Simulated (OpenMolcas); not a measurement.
**CSe: a line through the functionals**

CSe: 2 atoms, total charge 0, spin state singlet. SMILES: `[C][Se]`. Geometry: relaxed at PBE0-D4/def2-TZVP.

The electronic atomisation energy y, in eV, basis cc-pVTZ; a is the functional's share of exact exchange. Programs: OpenMolcas 26.06.

```
functional     program     a  y (eV)
    r2SCAN  OpenMolcas     0    6.12
       PBE  OpenMolcas     0    6.61
     B3LYP  OpenMolcas   0.2    6.00
      PBE0  OpenMolcas  0.25       ?
     BHLYP  OpenMolcas   0.5    5.31
```

Question: Fit y = c + s·a to the known rows and predict PBE0.

Answer: 
1. Means of the 4 rows: a = 0.1750, y = 6.010.
2. Σ(Δa)² = 0.1675, Σ(Δa·Δy) = -0.352, so the slope is -0.352/0.1675 = -2.1015.
3. Intercept: 6.010 − (-2.1015) × 0.1750 = 6.378. The largest residual of the fit is 0.26.
4. PBE0: 6.378 + (-2.1015) × 0.25 = 5.85 eV.

The run gave 6.04 eV, so the prediction is off by -0.19 eV, within the scatter of the fit. The rows mix families of semi-local functionals, which the line can't see.
